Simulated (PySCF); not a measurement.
Computed shifts of a molecule C₅H₇FO, PySCF with PBE/pcSseg-1, GIAO, gas phase, equivalent atoms averaged, in ppm (number of nuclei): ¹³C: 146.3 (1), 124.3 (1), 123.3 (1), 68.4 (1), 39.0 (1). ¹⁹F: -149.9 (1). ¹H: 6.35 (1), 6.07 (1), 5.71 (1), 4.91 (1), 4.63 (1), 2.97 (2). References: ¹³C against TMS (σ = 182.0 ppm); ¹⁹F against CFCl3 (σ = 133.6 ppm); ¹⁷O against H2O (σ = 334.3 ppm); ¹H against TMS (σ = 31.49 ppm), references at their B3LYP-D3(BJ)/def2-TZVP geometries, non-relativistic. Geometry optimised at PBE0-D3(BJ)/def2-SVP. One conformer was computed; it need not be the lowest.

Problem. Which molecule gave these data?
(A) C=C1C[C@@](C)(F)O1
(B) C[C@@H]1OCC=C1F
(C) C=C[C@]1(F)CCO1
(D) CC1=C(F)COC1

Solution. C, C=C[C@]1(F)CCO1
